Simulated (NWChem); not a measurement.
System: Si₂H₄OF₂; SMILES F[SiH2]O[SiH2]F

Excerpt of the output:

```
             Northwest Computational Chemistry Package (NWChem) 7.3.0
             --------------------------------------------------------

                             Geometry "geometry" -> ""
                             -------------------------

 Output coordinates in angstroms (scale by  1.889725989 to convert to a.u.)

  No.       Tag          Charge          X              Y              Z
 ---- ---------------- ---------- -------------- -------------- --------------
    1 Si                  14.0000    -0.66021800    -1.43953400    -0.08971100
    2 F                    9.0000     0.18266000    -2.03902900     1.15567300
    3 O                    8.0000    -0.02054000     0.01776500    -0.50803800
    4 Si                  14.0000     0.65554600     1.45292600    -0.07150400
    5 F                    9.0000    -0.18165300     2.06650000     1.17063500
    6 H                    1.0000    -2.06593300    -1.27513400     0.35292400
    7 H                    1.0000    -0.50815000    -2.36257200    -1.23868100
    8 H                    1.0000     0.53909500     2.38740300    -1.21541300
    9 H                    1.0000     2.05204600     1.24749500     0.38343900

 Effective nuclear repulsion energy (a.u.)     308.6108519655

  pbe96 is a nonlocal functional; adding pw91lda local functional.

                                 NWChem DFT Module
                                 -----------------

 Summary of "ao basis" -> "ao basis" (spherical)
 ------------------------------------------------------------------------------
       Tag                 Description            Shells   Functions and Types
 ---------------- ------------------------------  ------  ---------------------
 Si                         def2-svp                 8       18   4s3p1d
 F                          def2-svp                 6       14   3s2p1d
 O                          def2-svp                 6       14   3s2p1d
 H                          def2-svp                 3        5   2s1p

 in cosmo_initialize ...
 calling solv_data for solv:dcm

 solvent parameters
 solvname_short: dcm
 solvname_long:  dichloromethane
 dielec:        8.9300
 dielecinf:     2.0283
 nonaqueous SMD model solvent descriptors
 dielec:        8.9300
 sola:          0.1000
 solb:          0.0500
 solc:          0.0000
 solg:         39.1500
 solh:          0.6670
 soln:          1.4242

          ---------------
          -cosmo- solvent
          ---------------
 Cosmo: York-Karplus, doi: 10.1021/jp992097l
 dielectric constant -eps-     =   8.93
 screen = (eps-1)/(eps    )    =   0.88802
 surface charge correction     = lagrangian

   van der Waals surface
 --------------------------

 ---------- ATOMIC COORDINATES (A.U.) ------------ VDWR(ANG.) --
     1   -1.24763111   -2.72032481   -0.16952921     2.470
     2    0.34517735   -3.85320609    2.18390530     1.730
     3   -0.03881497    0.03357098   -0.96005261     2.114
     4    1.23880231    2.74563202   -0.13512297     2.470
     5   -0.34327440    3.90511876    2.21217938     1.730
     6   -3.90404728   -2.40965386    0.66692965     1.200
     7   -0.96026426   -4.46461371   -2.34076768     1.200
     8    1.01874183    4.51153749   -2.29679753     1.200
     9    3.87780466    2.35742372    0.72459464     1.200
 number of segments per atom =        128
 number of   points per atom =        128
 atom (   nspa,  nppa )
 ----------------------
    1 (     79,     0 )       0
    2 (     67,     0 )       0
    3 (     33,     0 )       0
    4 (     78,     0 )       0
    5 (     67,     0 )       0
    6 (     30,     0 )       0
    7 (     34,     0 )       0
    8 (     34,     0 )       0
    9 (     30,     0 )       0
 number of -cosmo- surface points =      452
 molecular surface =    137.300 angstrom**2
 molecular volume  =    134.099 angstrom**3
 -lineq- algorithm             =   0
 -bem- low  level              =   3
 -bem- from -octahedral-
 gaussian surface charge width =   4.50000
 degree of switching           =   1.00000
 switching function tolerance  =   0.00010
 atomic radii =
 --------------
    1 14.000  2.470
    2  9.000  1.730
    3  8.000  2.114
    4 14.000  2.470
    5  9.000  1.730
    6  1.000  1.200
    7  1.000  1.200
    8  1.000  1.200
    9  1.000  1.200
 ...... end of -cosmo- initialization ......

[...]

                                COSMO-SMD solvation results
                                ---------------------------

             internal energy in gas <Psi(g)|H|Psi(g)> =      -855.514878518001
         internal energy in solvent <Psi(s)|H|Psi(s)> =      -855.514601998183
                               delta internal energy  =         0.000276519818 (    0.17 kcal/mol)
   total free energy in solvent <Psi(s)|H+V/2|Psi(s)> =      -855.517872127318
 polarization energy contribution <Psi(s)|V/2|Psi(s)> =        -0.003270129135 (   -2.05 kcal/mol)
    total free energy in solvent including G(SMD-CDS) =      -855.517912934537
                       G(SMD-CDS) energy contribution =        -0.000040807220 (   -0.03 kcal/mol)
     1 M fixed-concentration free energy of solvation =        -0.003034416537 (   -1.90 kcal/mol)

                       DFT Final Molecular Orbital Analysis
                       ------------------------------------

 Vector   27  Occ=2.000000D+00  E=-3.327494D-01
              MO Center= -1.6D-02, -9.5D-02,  1.6D-01, r^2= 3.6D+00
   Bfn.  Coefficient  Atom+Function         Bfn.  Coefficient  Atom+Function
  ----- ------------  ---------------      ----- ------------  ---------------
    38      0.415500  3 O  pz                41      0.307388  3 O  pz
    23      0.290645  2 F  py                69     -0.284031  5 F  py
    26     -0.199336  2 F  py                72      0.194050  5 F  py
    24      0.102356  2 F  pz                22     -0.095562  2 F  px
    79      0.088096  6 H  s                 84     -0.086347  7 H  s

 Vector   28  Occ=2.000000D+00  E=-2.857422D-01
              MO Center=  2.4D-02,  5.5D-02, -2.7D-01, r^2= 5.2D+00
   Bfn.  Coefficient  Atom+Function         Bfn.  Coefficient  Atom+Function
  ----- ------------  ---------------      ----- ------------  ---------------
    38      0.326047  3 O  pz                41      0.232918  3 O  pz
    89      0.214419  8 H  s                 84      0.206394  7 H  s
    94     -0.203324  9 H  s                 79     -0.196131  6 H  s
    90      0.178355  8 H  s                 85      0.172854  7 H  s
    95     -0.151280  9 H  s                 80     -0.145440  6 H  s

 Vector   29  Occ=2.000000D+00  E=-2.796082D-01
              MO Center= -2.5D-02, -3.3D-02, -2.1D-01, r^2= 4.9D+00
   Bfn.  Coefficient  Atom+Function         Bfn.  Coefficient  Atom+Function
  ----- ------------  ---------------      ----- ------------  ---------------
    36      0.328195  3 O  px                39      0.244661  3 O  px
    79      0.222682  6 H  s                 94     -0.218202  9 H  s
    84     -0.190732  7 H  s                 80      0.185786  6 H  s
    89      0.181744  8 H  s                 95     -0.181805  9 H  s
    37     -0.164366  3 O  py                85     -0.147692  7 H  s

 Vector   30  Occ=0.000000D+00  E= 1.024020D-03
              MO Center= -2.4D-02, -3.5D-02, -2.6D-01, r^2= 6.0D+00
   Bfn.  Coefficient  Atom+Function         Bfn.  Coefficient  Atom+Function
  ----- ------------  ---------------      ----- ------------  ---------------
    35      0.656633  3 O  s                 12     -0.538942  1 Si py
    58      0.522028  4 Si py                13      0.419819  1 Si pz
    59      0.409252  4 Si pz                21     -0.212751  2 F  s
     9     -0.210159  1 Si py                55      0.208401  4 Si py
    67     -0.203821  5 F  s                 49     -0.168708  4 Si s

 Vector   31  Occ=0.000000D+00  E= 1.080548D-02
              MO Center= -1.0D-02, -3.0D-02,  9.9D-02, r^2= 4.7D+00
   Bfn.  Coefficient  Atom+Function         Bfn.  Coefficient  Atom+Function
  ----- ------------  ---------------      ----- ------------  ---------------
    11      0.651701  1 Si px                57     -0.650706  4 Si px
    35     -0.486317  3 O  s                 95      0.315989  9 H  s
    80      0.300546  6 H  s                 13      0.279290  1 Si pz
    21     -0.270826  2 F  s                 67     -0.246343  5 F  s
    59      0.232403  4 Si pz                41     -0.208352  3 O  pz

 Vector   32  Occ=0.000000D+00  E= 1.402043D-02
              MO Center=  3.4D-02,  9.5D-02, -8.4D-02, r^2= 6.2D+00
   Bfn.  Coefficient  Atom+Function         Bfn.  Coefficient  Atom+Function
  ----- ------------  ---------------      ----- ------------  ---------------
    59     -0.596277  4 Si pz                13      0.564631  1 Si pz
    58     -0.416156  4 Si py                12     -0.407686  1 Si py
    67      0.343172  5 F  s                 21     -0.316248  2 F  s
    57      0.211894  4 Si px                39     -0.198992  3 O  px
    49     -0.191487  4 Si s                  3      0.179978  1 Si s

     Multipole analysis of the density
     ---------------------------------

     L   x y z        total         alpha         beta         nuclear
     -   - - -        -----         -----         ----         -------
     0   0 0 0     -0.000000    -29.000000    -29.000000     58.000000

     1   1 0 0      0.005106      0.194934      0.194934     -0.384761
     1   0 1 0     -0.012162     -0.548469     -0.548469      1.084776
     1   0 0 1     -0.659848    -12.516509    -12.516509     24.373170

     2   2 0 0    -30.379927    -54.020371    -54.020371     77.660816
     2   1 1 0      2.544007    -47.988200    -47.988200     98.520407
     2   1 0 1     -0.002501     -0.491180     -0.491180      0.979859
     2   0 2 0    -32.608031   -282.141645   -282.141645    531.675260
     2   0 1 1     -0.005689     -1.607019     -1.607019      3.208349
     2   0 0 2    -33.496726    -70.110618    -70.110618    106.724510
```

Level: PBE/def2-SVP, SMD on the gas-phase geometry. All runs use the structure optimised with PBE0/def2-SVP. Solvent: dichloromethane.

**Question.** Reconstruct the input file.

**Answer.** One answer among several that fit: the input that was run:
```
start job
memory heap 200 mb stack 900 mb global 1100 mb
geometry units angstroms noautosym nocenter noautoz
  Si    -0.660218    -1.439534    -0.089711
  F      0.182660    -2.039029     1.155673
  O     -0.020540     0.017765    -0.508038
  Si     0.655546     1.452926    -0.071504
  F     -0.181653     2.066500     1.170635
  H     -2.065933    -1.275134     0.352924
  H     -0.508150    -2.362572    -1.238681
  H      0.539095     2.387403    -1.215413
  H      2.052046     1.247495     0.383439
end
basis spherical
  * library def2-svp
end
dft
  xc xpbe96 cpbe96
  iterations 150
end
cosmo
  do_cosmo_smd true
  solvent dcm
end
task dft energy
```
